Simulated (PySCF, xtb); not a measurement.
CH7FOSi2, SMILES O([SiH2]F)[SiH2]C. One conformer was computed; it need not be the lowest.

Harmonic wavenumbers (cm⁻¹) from GFN2-xTB in xtb 6.7.1 at its own minimum, in rising order: 12, 47, 56, 123, 208, 254, 472, 543, 552, 593, 614, 701, 738, 761, 771, 780, 819, 828, 855, 1116, 1372, 1481, 1485, 2242, 2260, 2352, 2379, 3027, 3029, 3047.

**Question.** What does PBE-D3(BJ)/def2-SVP run with PySCF give at its own minimum? (Estimate from the structure and the level; the computed values follow.)

**Answer.** 28, 49, 87, 165, 210, 345, 485, 584, 674, 678, 702, 724, 741, 831, 854, 886, 926, 946, 960, 1047, 1219, 1376, 1386, 2149, 2183, 2196, 2220, 2977, 3081, 3084. Paired by order, the mean absolute difference is 73 cm⁻¹ and the zero-point energies are 47.9 and 48.3 kcal/mol.
